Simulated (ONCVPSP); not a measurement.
# Which change was made? (Ga, ONCV)

gallium (Ga), optimised norm-conserving Vanderbilt (ONCV), made with ONCVPSP 4.0.1 (PBE, scalar-relativistic). Core [Ar] 3d10, reference 4s1 (charge +2). Waves: 4s: rc 1.95 bohr, ncon 5, nbas 8, qcut 2.7 1/bohr, 2 projectors, debl 4 Ha; p scattering state at 0.19 Ha: rc 1.95 bohr, ncon 3, nbas 6, qcut 5.1 1/bohr, 3 projectors, debl 2.9 Ha; d scattering state at 0.16 Ha: rc 1.60 bohr, ncon 3, nbas 8, qcut 5 1/bohr, 2 projectors, debl 1.6 Ha. Local part: polynomial inside 1.50 bohr (lpopt 5, dvloc0 0 Ha). Core correction: Teter function, fcfact 3.25, rcfact 1.15.

In the p channel the program set the typed energies aside and used 0.050, 2.950, 5.850 Ha.

Cutoffs, loose and tight: the cutoffs (Ha) at which the residual kinetic energy of the hardest occupied pseudo-wave falls to 1 and 0.1 mHa per electron. They do not see the model core or the augmentation charge, which bear on the density cutoff. Test errors are all-electron minus pseudo excitation energies from the reference, over the configurations 4s2 4p1; 4s2; 4s2 4p0.5; 4s1 4p2; variants that change the core or the reference have their own tests.

The base gives: outcome: generated, projector energies reset by the program; cutoff, loose: 32 Ha; cutoff, tight: 41 Ha; bound ghosts: d; GHOST(+) flags above zero: s; largest test error (meV): +200.

Q: After one change the result is: outcome: generated, projector energies reset by the program; cutoff, loose: 32 Ha; cutoff, tight: 41 Ha; bound ghosts: none; GHOST(+) flags above zero: s; largest test error (meV): +199. Which change was it?
A. d: rc 1.06; local potential polynomial inside 1.06 bohr (lpopt 5, dvloc0 0 Ha)
B. reference 4s1.5
C. local potential polynomial inside 1.50 bohr (lpopt 5, dvloc0 5 Ha)
D. s: qcut 3.6; p: qcut 6.9; d: qcut 6.7

A: C. The others give: s: qcut 3.6; p: qcut 6.9; d: qcut 6.7 → outcome: generated, projector energies reset by the program; cutoff, loose: 14 Ha; cutoff, tight: 35 Ha; bound ghosts: d; GHOST(+) flags above zero: s; largest test error (meV): +201 | reference 4s1.5 → outcome: generated, projector energies reset by the program; cutoff, loose: 31 Ha; cutoff, tight: 40 Ha; bound ghosts: d; GHOST(+) flags above zero: s; largest test error (meV): +49 | d: rc 1.06; local potential polynomial inside 1.06 bohr (lpopt 5, dvloc0 0 Ha) → outcome: failed: ERROR pspot: first pseudo wave function has node, program will stop.
